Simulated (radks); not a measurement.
Problem. The table gives one normalised radial function P(r) = r R(r) of Ru in [Kr] 4d7 5s1 (r in bohr). Calculated with a radial shooting solver on a logarithmic mesh with Libxc functionals: scalar-relativistic Kohn-Sham, PBEsol, spin-unpolarised, spherical densities, finite nucleus; Fermi nuclear charge, rms radius 4.4809 fm.

r	P
0.00391	0.0340
0.004552	0.0380
0.005342	0.0426
0.006219	0.0471
0.007239	0.0517
0.008428	0.0562
0.00989	0.0605
0.01151	0.0641
0.0134	0.0666
0.0156	0.0677
0.01831	0.0666
0.02132	0.0629
0.02482	0.0560
0.02889	0.0452
0.0339	0.0293
0.03947	0.0098
0.04595	-0.0135
0.05349	-0.0393
0.06277	-0.0669
0.07308	-0.0903
0.08508	-0.1068
0.09904	-0.1119
0.1162	-0.1007
0.1353	-0.0717
0.1575	-0.0255
0.1834	0.0329
0.2152	0.0970
0.2505	0.1465
0.2916	0.1701
0.3395	0.1561
0.3984	0.0966
0.4638	0.0045
0.54	-0.1038
0.6286	-0.2021
0.7377	-0.2643
0.8588	-0.2619
0.9998	-0.1916
1.164	-0.0626
1.366	0.1114
1.59	0.2826
1.851	0.4321
2.155	0.5401
2.529	0.5976
2.944	0.5977
3.427	0.5506
3.99	0.4687
4.682	0.3626
5.451	0.2612
6.346	0.1726
7.387	0.1035
8.669	0.0534
10.09	0.0250
11.75	0.0101
13.68	0.0035
16.05	0.0009
18.69	0.0002

Which n and l does it have? It may be an empty orbital.

Solution. n = 5, l = 0: the number of nodes gives n - l - 1 = 4, the rise at small r (about r^(l+1), flatter next to the nucleus through relativity) gives l, and the extent must fit the shell. The curve is that of 5s. 5s: eigenvalue -4.269 eV, 4 radial nodes at r = 0.0422, 0.169, 0.467, 1.24 bohr, <r> = 3.36 bohr, 90 % of the charge inside 5.10 bohr.
